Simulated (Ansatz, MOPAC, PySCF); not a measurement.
Pair of molecules: NH3 (SMILES N) (first 4 atoms) with HCl (SMILES Cl); geometry from B3LYP-D3(BJ)/def2-TZVP, rigid monomers moved along the line of their centres of mass till N1···H6 is 1.99 Å.
(charge 0, multiplicity 1):
```xyz
6

N     -0.030     0.077     0.609
H     -0.520    -0.755     0.299
H     -0.465     0.882     0.173
H      0.928     0.020     0.285
Cl    -0.137     0.337     3.932
H     -0.094     0.232     2.594
```

Monomers are frozen at their geometry in the pair; levels with a basis set take the counterpoise correction. Rows marked so take none.

Frozen-core correlation. Rows in 6-31G* carry no dispersion term and start afresh at each structure (6-31G* with six Cartesian d functions). The state that PM6 reach isn't checked.

The values were computed with Ansatz (a quantum-chemistry and plane-wave program); MOPAC for PM6 (differences of heats of formation); PySCF for 6-31G* rows. 

Question: One of these levels gives -12.60 kcal/mol for the interaction energy. Name it.
(A) PM6
(B) SCS-MP2/aug-cc-pV(T+d)Z
(C) wB97X-V/def2-TZVPPD
(D) B3LYP/6-31G* (no counterpoise)

Answer: D, B3LYP/6-31G* (no counterpoise). The others give -6.69 (PM6), -9.15 (wB97X-V/def2-TZVPPD), -8.08 (SCS-MP2/aug-cc-pV(T+d)Z)
